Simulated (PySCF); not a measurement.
# What a mistake does to a calculation on AlBCClH4

All numbers below are calculated, not measured. They come from PySCF 2.14.0, an open-source quantum chemistry program, on an isolated molecule that a program drew, which may never have been made. The molecule is AlBCClH4 (charge 0, doublet), drawn as the SMILES string `B[CH][AlH][Cl]`.

Each row is a Hartree-Fock (HF) and frozen-core CCSD(T) single point in the cc-pV(D+d)Z basis, meant for a local HF minimum. Run 1 is clean. Each other run has one planted mistake out of seven kinds, and not every kind appears here: one electron removed, one electron added, multiplicity raised by two, geometry at a saddle point, minimal basis STO-3G, one bond length entered in bohr, all coordinates scaled. The reference is restricted for singlets and unrestricted otherwise, and also for a bond in bohr. Adding or removing an electron swaps singlet and doublet. Electrons count all cores. HOMO and LUMO are orbital energies over both spins, the gradient is its largest component, and the lowest frequency (negative if imaginary) is given only where the gradient is small. Bond lengths are over the 7 bonds as drawn. T1 is the CCSD diagnostic: over 0.02 (restricted) or 0.045 (unrestricted) a single reference is doubtful.

Geometry of the clean run:
```xyz
8
AlBCClH4, angstrom
B    -1.6399    0.9669   -0.5407
C    -1.8740   -0.4340    0.0670
Al   -0.6476   -1.4887    1.1237
Cl    1.2185   -0.6466    1.6657
H    -1.2309    1.8791    0.1258
H    -1.8478    1.1587   -1.7107
H    -2.8078   -0.9304   -0.2121
H    -0.9470   -2.9496    1.6051
```

```
run  electrons  basis functions  <S^2>  HOMO (eV)  LUMO (eV)  gradient (hartree/bohr)  lowest frequency (cm^-1)  mean bond (Å)  longest bond (Å)      T1  HF (hartree)  CCSD(T) (hartree)                     mistake
  1         45               94  0.759     -10.42       0.30                  8.5e-06                        80         1.5230             2.118  0.0151    -766.33667         -766.79215                    no fault
  2         46               94  0.000      -1.94       6.59                  4.8e-02                         -         1.5230             2.118  0.0144    -766.35287         -766.85739          one electron added
  3         45               94  3.774      -5.80      -2.46                  1.0e-01                         -         1.5230             2.118  0.0479    -766.12857         -766.58846  multiplicity raised by two
  4         45               32  0.764      -8.77       5.10                  4.0e-02                         -         1.5230             2.118  0.0147    -757.74587         -757.88507        minimal basis STO-3G
  5         45               94  0.756     -11.22      -0.18                  5.9e-05                      -199         1.5263             2.119  0.0117    -766.33594         -766.78944                           ?
```

**Which mistake was planted in run 5, and what did it cost?**

The gradient is small, so the point is stationary, but the lowest frequency is imaginary (-199 cm^-1). So the mistake is: geometry at a saddle point. Subtracting run 1 and multiplying by 627.51 kcal/mol a hartree, the energy moved by 0.5 kcal/mol in HF and 1.7 kcal/mol in CCSD(T).

Cautions from the logs. Run 3: T1 is over the limit, so its CCSD(T) energy is less reliable.
